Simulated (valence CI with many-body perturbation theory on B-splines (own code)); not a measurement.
**Sm⁴⁸⁺: electric-dipole lines**

Calculated by configuration interaction combined with many-body perturbation theory (CI+MBPT): four valence electrons over a frozen Dirac-Fock core [Ne], a basis of 11 s, 11 p, 9 d, 7 f, 5 g, 2 h, 1 i functions for each j, with the one-electron correlation potential Σ1 (screened to all orders), the two-electron term Σ2, the three-electron term Σ3, Breit, model QED; selected single and double excitations, second order for the rest (own B-spline code, finite nucleus).

The last digits are not significant, and no measured levels were compared; by estimate large intervals hold to a few tenths of a per cent, small ones and those within an open d or f shell to about a per cent.

Lines 201 to 239 of 239 in falling wavelength, among levels below 5701.6 × 10³ cm⁻¹, chosen from the strongest by gf and those to the six lowest levels. Wavelengths and rates use the calculated energies. Electric multipoles are in the length gauge, E1 and E2 with the static RPA response of the core. Weak lines are less certain than strong ones. Lines between different terms over intervals too small for the method are left out, as are lines whose strength nearly cancels. The highest levels of a list are the least certain.

Levels are named by their leading jj configuration (3d3/2^4 stands for four electrons in 3d with j = 3/2), which in mixed levels can hold well under half, so a name can repeat and another be missing. Letters in brackets count levels of one name in rising energy.

```
λ vac (Å)                           Upper                   Lower   A (s⁻¹)  S (a.u.)
    34.87          (3s^2 3p3/2 3d3/2) J=0  (3s^2 3p1/2 3p3/2) J=1  9.27e+11  1.94e-02
    34.71  (3s 3p1/2 3p3/2 3d3/2) J=1 [e]  (3s 3p1/2^2 3p3/2) J=1  6.80e+11  4.21e-02
    34.49  (3s 3p1/2 3p3/2 3d5/2) J=2 [b]  (3s 3p1/2^2 3p3/2) J=1  1.42e+11  1.44e-02
    34.29  (3s 3p1/2 3p3/2 3d5/2) J=2 [a]  (3s 3p1/2^2 3p3/2) J=2  4.63e+10  4.61e-03
    34.09  (3s 3p1/2 3p3/2 3d5/2) J=2 [d]  (3s^2 3p1/2 3d3/2) J=2  3.21e+10  3.14e-03
    33.93          (3s^2 3p3/2 3d5/2) J=2  (3s^2 3p1/2 3p3/2) J=2  2.35e+09  2.26e-04
    33.74  (3s 3p1/2 3p3/2 3d3/2) J=1 [d]  (3s 3p1/2^2 3p3/2) J=2  2.82e+07  1.61e-06
    33.61              (3s^2 3d3/2^2) J=2  (3s^2 3p1/2 3d3/2) J=2  7.16e+11  6.70e-02
    33.47  (3s 3p1/2 3p3/2 3d5/2) J=3 [a]  (3s 3p1/2^2 3p3/2) J=2  7.05e+10  9.13e-03
    33.40  (3s 3p1/2 3p3/2 3d5/2) J=1 [a]  (3s 3p1/2^2 3p3/2) J=1  2.41e+10  1.33e-03
    33.24          (3s^2 3p3/2 3d5/2) J=2  (3s^2 3p1/2 3p3/2) J=1  3.87e+08  3.51e-05
    32.96  (3s 3p1/2 3p3/2 3d3/2) J=2 [e]  (3s 3p1/2^2 3p3/2) J=2  1.26e+10  1.11e-03
    32.69  (3s 3p1/2 3p3/2 3d5/2) J=3 [b]  (3s 3p1/2^2 3p3/2) J=2  6.76e+10  8.16e-03
    32.59  (3s 3p1/2 3p3/2 3d3/2) J=1 [e]  (3s 3p1/2^2 3p3/2) J=2  1.84e+09  9.45e-05
    32.55  (3s 3p1/2 3p3/2 3d5/2) J=1 [b]  (3s 3p1/2^2 3p3/2) J=1  1.35e+08  6.88e-06
    32.40  (3s 3p1/2 3p3/2 3d5/2) J=2 [b]  (3s 3p1/2^2 3p3/2) J=2  7.72e+10  6.47e-03
    32.35  (3s 3p1/2 3p3/2 3d5/2) J=2 [c]  (3s 3p1/2^2 3p3/2) J=1  6.82e+09  5.70e-04
    32.18      (3s 3p1/2 3p3/2 3d5/2) J=0  (3s 3p1/2^2 3p3/2) J=1  2.71e+11  4.46e-03
    31.92          (3s^2 3p3/2 3d5/2) J=3  (3s^2 3p1/2 3p3/2) J=2  7.52e+09  8.45e-04
    31.84  (3s 3p1/2 3p3/2 3d5/2) J=2 [d]  (3s 3p1/2^2 3p3/2) J=1  1.10e+10  8.76e-04
    31.75  (3s 3p1/2 3p3/2 3d5/2) J=3 [c]  (3s 3p1/2^2 3p3/2) J=2  2.30e+10  2.54e-03
    31.43  (3s 3p1/2 3p3/2 3d5/2) J=1 [a]  (3s 3p1/2^2 3p3/2) J=2  1.62e+10  7.43e-04
    31.42              (3s^2 3d3/2^2) J=2  (3s 3p1/2^2 3p3/2) J=1  3.88e+09  2.97e-04
    31.38          (3s^2 3p3/2 3d5/2) J=1  (3s^2 3p1/2 3p3/2) J=2  1.58e+10  7.25e-04
    30.79          (3s^2 3p3/2 3d5/2) J=1  (3s^2 3p1/2 3p3/2) J=1  3.20e+09  1.38e-04
    30.68  (3s 3p1/2 3p3/2 3d5/2) J=1 [b]  (3s 3p1/2^2 3p3/2) J=2  2.96e+09  1.27e-04
    30.58  (3s 3p1/2 3p3/2 3d5/2) J=3 [d]  (3s 3p1/2^2 3p3/2) J=2  9.79e+09  9.67e-04
    30.50  (3s 3p1/2 3p3/2 3d5/2) J=2 [c]  (3s 3p1/2^2 3p3/2) J=2  3.04e+09  2.13e-04
    30.04  (3s 3p1/2 3p3/2 3d5/2) J=2 [d]  (3s 3p1/2^2 3p3/2) J=2  3.30e+10  2.21e-03
    29.67              (3s^2 3d3/2^2) J=2  (3s 3p1/2^2 3p3/2) J=2  5.00e+09  3.22e-04
    27.77                (3s 3p3/2^3) J=2  (3s^2 3p1/2 3p3/2) J=2  3.58e+09  1.89e-04
    27.55      (3s 3p1/2 3p3/2^2) J=1 [a]      (3s^2 3p1/2^2) J=0  2.35e+09  7.28e-05
    27.31                (3s 3p3/2^3) J=2  (3s^2 3p1/2 3p3/2) J=1  5.70e+08  2.86e-05
    26.94      (3s 3p1/2 3p3/2^2) J=1 [b]      (3s^2 3p1/2^2) J=0  2.39e+09  6.91e-05
    26.30                (3s 3p3/2^3) J=1  (3s^2 3p1/2 3p3/2) J=2  5.81e+08  1.57e-05
    25.89                (3s 3p3/2^3) J=1  (3s^2 3p1/2 3p3/2) J=1  1.53e+09  3.94e-05
    24.76          (3s^2 3p3/2 3d3/2) J=1      (3s^2 3p1/2^2) J=0  3.61e+08  8.12e-06
    22.58          (3s^2 3p3/2 3d5/2) J=1      (3s^2 3p1/2^2) J=0  1.92e+09  3.27e-05
    19.83                (3s 3p3/2^3) J=1      (3s^2 3p1/2^2) J=0  3.88e+07  4.48e-07
```
